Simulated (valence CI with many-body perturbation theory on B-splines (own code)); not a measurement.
Mo III: electric-dipole lines

Level of theory: configuration interaction combined with many-body perturbation theory (CI+MBPT): four valence electrons over a frozen Dirac-Fock core [Kr], radial functions for each j: 7 s, 7 p, 8 d, 6 f, 4 g, 1 h, with the one-electron correlation potential Σ1 (screened to all orders), the two-electron term Σ2, the three-electron term Σ3, Breit, model QED; selected single and double excitations, second order for the rest, scaled by the run's own slope (own B-spline code, finite nucleus).

Against 67 measured levels this calculation errs by 561 cm⁻¹ on average and by 1275 at most. These come from a selection out of Sugar and Musgrove, J. Phys. Chem. Ref. Data 17, 155 (1988). Levels without a partner in it may be off by more, other configurations by 1,000 to 8,000 cm⁻¹. Among the levels kept, up to 470 cm⁻¹ of a level comes from second order outside the variational space, and about a tenth of that is noise between levels of different J, which matters for small intervals.

Lines 1 to 50 of 592 in falling wavelength, among levels below 124753 cm⁻¹, chosen from the strongest by gf and those to the six lowest levels. Wavelengths and rates use the calculated energies, so an error of 600 cm⁻¹ moves a line at 307.9 nm by 1.8 % and its rate by three times that or more. Electric multipoles are in the length gauge, E1 and E2 with the static RPA response of the core. Weak lines are less certain than strong ones. Lines between different terms over intervals too small for the method are left out, as are lines whose strength nearly cancels. Where a level lies close to another of its J and parity, the split of strength between their lines is uncertain. The highest levels of a list are the least certain.

Names give the largest LS component (configuration and term), which can be under half, so a name can repeat, a term be missing and a line seem to break the LS rules; names also repeat where a configuration has a term twice. Letters in brackets count levels of one name in rising energy.

| λ vac (nm) | λ from measured levels | Upper | Lower | A (s⁻¹) | log gf | Branch % |
| --- | --- | --- | --- | --- | --- | --- |
| 413.5 |  | 4d3 5p 1D°_2 [c] | 4d3 5s 1D_2 [b] | 1.71e+07 | -0.66 | 1.8 |
| 356.8 |  | 4d3 5p 1G°_4 [b] | 4d3 5s 1F_3 | 2.04e+07 | -0.45 | 2.8 |
| 331.9 |  | 4d3 5p 3P°_2 [a] | 4d3 5s 3P_2 [b] | 3.33e+07 | -0.56 | 7.7 |
| 326.9 |  | 4d3 5p 1D°_2 [a] | 4d3 5s 1D_2 [a] | 1.85e+07 | -0.83 | 3.0 |
| 317.2 |  | 4d3 5p 3P°_2 [a] | 4d3 5s 3P_1 [b] | 2.05e+07 | -0.81 | 4.8 |
| 310.4 |  | 4d3 5p 1D°_2 [a] | 4d3 5s 1P_1 | 2.52e+07 | -0.74 | 4.0 |
| 307.9 | 300.5 | 4d3 5p 3D°_2 [a] | 4d3 5s 3F_3 [a] | 5.57e+07 | -0.40 | 8.1 |
| 306.9 | 300.2 | 4d3 5p 3D°_1 [a] | 4d3 5s 3F_2 [a] | 8.35e+07 | -0.45 | 13.3 |
| 306.0 |  | 4d3 5p 3D°_3 [a] | 4d3 5s 3F_4 [a] | 3.21e+07 | -0.50 | 3.8 |
| 296.0 |  | 4d3 5p 3G°_3 [a] | 4d3 5s 3G_3 | 1.82e+07 | -0.78 | 2.6 |
| 293.8 |  | 4d3 5p 3F°_2 [b] | 4d3 5s 1P_1 | 2.41e+07 | -0.81 | 2.8 |
| 292.1 |  | 4d3 5p 1H°_5 [a] | 4d3 5s 1H_5 | 5.23e+07 | -0.13 | 10.3 |
| 290.1 |  | 4d3 5p 3G°_4 [a] | 4d3 5s 3G_4 | 2.07e+07 | -0.63 | 2.9 |
| 287.3 |  | 4d3 5p 3D°_3 [b] | 4d3 5s 3F_4 [a] | 7.33e+07 | -0.20 | 7.9 |
| 286.5 | 280.2 | 4d3 5p 5F°_5 | 4d3 5s 3F_4 [a] | 2.84e+07 | -0.41 | 4.1 |
| 286.1 |  | 4d3 5p 3G°_3 [b] | 4d3 5s 1G_4 | 2.63e+07 | -0.65 | 2.7 |
| 285.4 | 278.5 | 4d3 5p 5D°_2 [a] | 4d3 5s 3F_3 [a] | 3.86e+07 | -0.63 | 3.7 |
| 283.6 |  | 4d3 5p 3G°_5 [a] | 4d3 5s 3G_5 | 2.95e+07 | -0.41 | 4.1 |
| 281.8 | 275.6 | 4d3 5p 5F°_1 | 4d3 5s 3F_2 [a] | 4.30e+07 | -0.81 | 4.5 |
| 280.4 |  | 4d3 5p 5D°_4 [a] | 4d3 5s 3F_3 [a] | 1.64e+07 | -0.76 | 1.5 |
| 279.6 |  | 4d3 5p 3H°_4 [a] | 4d3 5s 3H_4 | 3.95e+07 | -0.38 | 8.6 |
| 279.4 |  | 4d3 5p 1P°_1 [a] | 4d3 5s 1D_2 [a] | 5.61e+07 | -0.71 | 4.4 |
| 278.1 |  | 4d3 5p 3F°_4 [b] | 4d3 5s 1G_4 | 2.22e+07 | -0.64 | 2.2 |
| 277.8 |  | 4d3 5p 1H°_5 [a] | 4d3 5s 1G_4 | 3.61e+07 | -0.34 | 7.1 |
| 277.8 |  | 4d3 5p 3H°_5 [a] | 4d3 5s 3H_5 | 4.90e+07 | -0.21 | 9.5 |
| 275.5 |  | 4d3 5p 3G°_3 [d] | 4d3 5s 3F_2 [b] | 1.66e+07 | -0.88 | 1.3 |
| 272.5 |  | 4d3 5p 3G°_4 [c] | 4d3 5s 3F_3 [b] | 2.11e+07 | -0.67 | 1.7 |
| 270.4 |  | 4d3 5p 3G°_3 [c] | 4d3 5s 1G_4 | 3.37e+07 | -0.59 | 3.0 |
| 268.5 |  | 4d3 5p 3H°_6 [b] | 4d3 5s 1H_5 | 1.10e+07 | -0.81 | 1.0 |
| 268.5 |  | 4d3 5p 1D°_2 [a] | 4d3 5s 3D_1 [a] | 2.86e+07 | -0.81 | 4.6 |
| 267.6 |  | 4d3 5p 3H°_6 [a] | 4d3 5s 3H_6 | 1.09e+08 | 0.18 | 23.0 |
| 267.5 |  | 4d3 5p 3I°_5 | 4d3 5s 1H_5 | 2.33e+07 | -0.56 | 4.5 |
| 267.1 |  | 4d3 5p 3F°_2 [e] | 4d3 5s 1D_2 [b] | 3.79e+07 | -0.69 | 4.4 |
| 266.0 |  | 4d3 5p 3G°_3 [a] | 4d3 5s 3F_2 [a] | 1.55e+08 | 0.06 | 21.9 |
| 265.9 |  | 4d3 5p 3G°_4 [a] | 4d3 5s 3F_3 [a] | 1.41e+08 | 0.13 | 19.6 |
| 265.9 |  | 4d3 5p 3F°_3 [b] | 4d3 5s 1G_4 | 6.55e+07 | -0.31 | 7.6 |
| 265.6 |  | 4d3 5p 3G°_5 [a] | 4d3 5s 3F_4 [a] | 1.29e+08 | 0.18 | 17.8 |
| 263.6 |  | 4d3 5p 1D°_2 [c] | 4d3 5s 1F_3 | 1.28e+08 | -0.18 | 13.5 |
| 262.2 |  | 4d3 5p 3F°_3 [a] | 4d3 5s 3F_4 [a] | 3.69e+07 | -0.58 | 6.1 |
| 262.0 |  | 4d3 5p 3D°_2 [c] | 4d3 5s 1P_1 | 3.60e+07 | -0.73 | 3.2 |
| 261.5 |  | 4d3 5p 3F°_2 [a] | 4d3 5s 3F_3 [a] | 4.50e+07 | -0.64 | 8.0 |
| 260.0 |  | 4d3 5p 3G°_3 [b] | 4d3 5s 3H_4 | 2.53e+07 | -0.75 | 2.6 |
| 259.6 |  | 4d3 5p 3H°_4 [a] | 4d3 5s 3G_4 | 3.78e+07 | -0.46 | 8.2 |
| 258.4 |  | 4d3 5p 3P°_2 [b] | 4d3 5s 3D_3 [a] | 1.16e+08 | -0.24 | 11.6 |
| 258.3 |  | 4d3 5p 1G°_4 [b] | 4d3 5s 1H_5 | 1.43e+08 | 0.11 | 19.6 |
| 257.7 |  | 4d3 5p 3H°_4 [a] | 4d3 5s 3G_3 | 1.62e+08 | 0.16 | 35.1 |
| 257.3 |  | 4d3 5p 1D°_2 [d] | 4d3 5s 1D_2 [b] | 9.04e+07 | -0.35 | 11.6 |
| 257.2 |  | 4d3 5p 1D°_2 [a] | 4d3 5s 3P_1 [a] | 3.63e+07 | -0.74 | 5.8 |
| 257.0 |  | 4d2 5s 5p 5G°_2 | 4d3 5s 1D_2 [b] | 3.61e+07 | -0.75 | 8.5 |
| 255.7 |  | 4d3 5p 3F°_4 [a] | 4d3 5s 3F_4 [a] | 1.93e+08 | 0.23 | 30.0 |

(1) How does gf follow from A for the line at 286.5 nm?

## Answers

(1) gf = 1.4992 × (2J+1)_upper × A / σ², with σ = 34906 cm⁻¹ and 2J+1 = 11: gf = 0.385.
